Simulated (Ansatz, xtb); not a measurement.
A geometry optimisation of Cl2GeH4Si with r2SCAN-D4/def2-SVP

The starting geometry of this gas-phase singlet has its atoms placed at random.

```xyz
8

Cl   -0.9313    2.0593    0.8485
Cl   -1.1067    0.2345    1.8984
Ge    1.1640   -0.4429   -0.1740
Si   -0.8890    0.1712   -1.7778
H     0.2047    2.1051    0.2486
H     1.3437   -0.8315    1.4681
H    -0.6549   -0.6711   -0.6304
H     1.4115    1.1775    0.9894
```

Q: Guess where an optimisation with r2SCAN-D4/def2-SVP ends from this start.

A: It ends as a structure with Cl1 bridging H5 and Si4, given below by its coordinates. Distances that change by over a tenth: Cl1–H5 (1.29 → 1.43 Å), Ge3–H7 (1.89 → 2.83 Å). Contacts that open: Cl1–Cl2 (2.11 → 3.14 Å). Contacts that close: Cl1–Si4 (3.23 → 2.42 Å), Cl2–Ge3 (3.15 → 2.31 Å), Ge3–Si4 (2.68 → 2.44 Å), Ge3–H8 (2.01 → 1.54 Å).

The energy falls by 8.92 eV over 26 steps:

```tsv
step	E − E(last) (eV)
1	8.923
4	3.481
7	1.125
9	0.626
12	0.479
15	0.454
18	0.254
20	0.057
23	0.003
26	0.000
```

Final geometry (Å):

| atom | x (Å) | y (Å) | z (Å) |
| --- | --- | --- | --- |
| Cl | -1.1844 | 2.2871 | -0.3314 |
| Cl | -0.3561 | 0.6948 | 2.2482 |
| Ge | 1.0285 | -0.0545 | 0.5589 |
| Si | -0.1937 | 0.4114 | -1.5042 |
| H | -1.0001 | 1.7150 | 0.9637 |
| H | 1.2659 | -1.5197 | 0.9776 |
| H | -1.3226 | -0.4653 | -0.9606 |
| H | 2.3045 | 0.7331 | 0.9185 |

From the same start GFN2-xTB ends elsewhere, in pieces: ClGeH3Si + ClH.

From so rough a start the end depends on the optimiser's path, so another program may land elsewhere. The end wasn't checked by frequencies. Run with Ansatz 0.2.0, 91 s on 2 threads of Arm Neoverse V2, on a shared host.
